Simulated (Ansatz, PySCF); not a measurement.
Species: sum formula BClF, charge 0, multiplicity 2. It need not be the lowest isomer of its formula. 
Coordinates optimised at B3LYP-D3(BJ)/def2-TZVP (Ansatz, a program for electronic structure):
SMILES: F[B]Cl
```xyz
3

B     -0.7807    -0.2385     0.0033
F     -1.3715     0.9238     0.0097
Cl     0.9557    -0.4189    -0.0061
```
Charge 0, spin multiplicity 2.

Property: atomisation energy (electronic, to ground-state atoms), in kcal/mol. Valence correlation only, unless marked. Open shells are spin-unrestricted. Spin-orbit coupling is left out. No relativistic terms. The coupled-cluster limit lacks core correlation, which all-electron functionals hold. CBS(X,Y): correlation extrapolated as X^-3; Hartree-Fock from the larger set.

| level | program | atomisation energy (kcal/mol) |
|---|---|---|
| PBE-D4/def2-TZVPD | Ansatz + dftd4 | 263.7 |
| BP86-D3(BJ)/def2-TZVPD | PySCF + dftd3 | ? |
| M06-L-D4/def2-TZVPD | PySCF + dftd4 | 255.8 |
| TPSSh-D3(BJ)/def2-TZVPD | PySCF + dftd3 | ? |
| r2SCAN0/def2-TZVPD | Ansatz | ? |
| LC-wPBE/def2-TZVPD | Ansatz | 253.5 |
| B2PLYP-D3(BJ)/def2-TZVPD | Ansatz + dftd3 | ? |
| RPA@PBE/cc-pV(T+d)Z | Ansatz | 218.3 |
| CCSD/6-31G | Ansatz | 187.7 |
| CCSD/cc-pV(D+d)Z | Ansatz | 220.8 |
| CCSD(T)/CBS(cc-pV(T+d)Z,cc-pV(Q+d)Z) | Ansatz | 248.3 |

What belongs in the gaps?


- BP86-D3(BJ)/def2-TZVPD, atomisation energy (kcal/mol): 260.3
- TPSSh-D3(BJ)/def2-TZVPD, atomisation energy (kcal/mol): 250.1
- r2SCAN0/def2-TZVPD, atomisation energy (kcal/mol): 250.7
- B2PLYP-D3(BJ)/def2-TZVPD, atomisation energy (kcal/mol): 249.5
